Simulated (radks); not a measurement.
Cr+, 23 electrons, occupied as [Ar] 3d4 4s1 (not the ground configuration).

Calculated with a radial shooting solver on a logarithmic mesh with Libxc functionals: scalar-relativistic Kohn-Sham, TASK exchange with Perdew-Wang LDA correlation, spin-polarised, spherical densities, finite nucleus; open shells are filled with parallel spins first; meta-GGA in the generalised Kohn-Sham scheme; Fermi nuclear charge, rms radius 3.6452 fm.

Energy parts (eV):
part                      energy
total                 -28577.633
kinetic                28855.505
electron-nucleus      -67947.246
Hartree                11827.558
exchange-correlation   -1313.450

Orbitals (lengths in bohr, moments of r in powers of bohr):
orbital  occ.  eigenvalue (eV)       <r^4>
1s up       1        -5915.973  0.00007674
1s down     1        -5915.981  0.00007674
2s up       1        -689.7072     0.01832
2s down     1        -687.1658     0.01806
2p up       3        -581.0101     0.01435
2p down     3        -579.1665     0.01409
3s up       1         -91.4191       1.452
3s down     1         -85.5811       1.450
3p up       3         -61.4854       2.118
3p down     3         -55.6197       2.051
3d up       4         -15.5016       10.74
4s up       1         -12.8001       121.6

The highest occupied level is 4s up at -12.800 eV. The density falls to 0.001 e/bohr^3 at r = 3.95 bohr. The spin density at the nucleus is 5.905 e/bohr^3 (1s 0.199, 2s -2.803, 3s 1.483, 4s 7.026).

Empty levels of this run are not shown, since the potential may be unsettled where no density lies.
